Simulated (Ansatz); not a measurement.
Species: CH$_{3}$NSi, SMILES `N=C=[SiH2]` (charge 0, multiplicity 1), formula CH3NSi.

Task: How many basis functions does frozen-core CCSD(T)/cc-pVTZ // B3LYP-D3(BJ)/def2-TZVP run with Ansatz (a first-principles code) use, how many core orbitals are frozen, and how many electrons are correlated?

Result: 136 basis functions and 7 frozen orbitals, which leaves 16 correlated electrons. Core time is of the order of seconds.
